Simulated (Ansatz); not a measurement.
Input file for Ansatz (a program for electronic structure): R-CCSD(T)/def2-TZVPP on H3ISi2 (SMILES [SiH3][Si]I), a point of a torsion scan. Elements past Kr take the def2 small-core potentials; no spin–orbit coupling. The run froze 19 orbitals, filled d shells among them.

Ansatz 0.2 input:
```yaml
crystal:
  periodic: [false, false, false]
  atoms:
    - {symbol: Si, position_ang: [-0.71647725, -0.03204368, 0.08550058]}
    - {symbol: Si, position_ang: [1.20509954, 1.22603347, -0.17420437]}
    - {symbol: I, position_ang: [2.89960805, 0.16424609, 1.38678774]}
    - {symbol: H, position_ang: [-1.23165035, -0.56531312, 1.35071925]}
    - {symbol: H, position_ang: [-1.77400886, 0.85351545, -0.43616867]}
    - {symbol: H, position_ang: [-0.62304713, -1.16892943, -0.84376632]}
basis:
  gaussian:
    orbitals: def2-TZVPP
magnetization: {spin_polarized: false}
correlation: {method: ccsd_t, electrons: outside_noble_gas}
scf: {lower_state_search: off}
```

Program output:

```
WARN ansatz: RAYON_NUM_THREADS=1 ignored (pool sized by the plan → 1); use --threads N
Functional definition: HF
these checks for a lower state are left out or cut short: stability, starts, cluster_reference, orbital_swaps, neighbouring_geometries, increment
integrals: 0.55 GiB planned
1196 factors; integrals over basis functions are off by at most 6.9e-4 eV
mean field: 0.56 GiB planned
mean field evaluation 1: about -23842.9857 eV, gradient 1.5e1 eV
mean field evaluation 2: about -23843.1139 eV, gradient 1.5e1 eV
mean field evaluation 4: about -23844.4764 eV, gradient 3.4e0 eV
mean field evaluation 8: about -23844.5420 eV, gradient 2.9e-1 eV
mean field -23844.54308742 eV, -876.2707960510 hartree, gradient 3.2e-6 eV, S^2 0.000000; 0 other end points of the search recorded, 0 dependent functions left out
19 core orbitals not correlated
reference -23844.54308742 eV, -876.2707960510 hartree; 9, 9 occupied and 148, 148 virtual orbitals, 1196 factors
second order -9.84297658 eV of doubles, -0.00000000 eV of singles
coupled cluster: 1.30 GiB planned
cycle   1  -10.77943341 eV  change   -9.4e-1 eV  update   1.0e-1
cycle   2  -11.16068212 eV  change   -3.8e-1 eV  update   3.6e-2
cycle   3  -11.25449087 eV  change   -9.4e-2 eV  update   2.2e-2
cycle   4  -11.24807594 eV  change    6.4e-3 eV  update   7.4e-3
cycle   5  -11.24566626 eV  change    2.4e-3 eV  update   3.2e-3
cycle   6  -11.24599115 eV  change   -3.2e-4 eV  update   1.3e-3
cycle   7  -11.24600580 eV  change   -1.5e-5 eV  update   5.1e-4
cycle   8  -11.24614329 eV  change   -1.4e-4 eV  update   1.9e-4
cycle   9  -11.24612860 eV  change    1.5e-5 eV  update   8.0e-5
cycle  10  -11.24608715 eV  change    4.1e-5 eV  update   3.2e-5
cycle  11  -11.24609428 eV  change   -7.1e-6 eV  update   1.4e-5
perturbative correction -0.50433315 eV, -0.0185339014 hartree
Total energy: -23856.29351485 eV, -876.7026162942 hartree
Checks for a lower state left out: stability, starts, cluster_reference, orbital_swaps, neighbouring_geometries, increment
```

The run converged.

Cost: about 40 core-seconds (a rough figure).
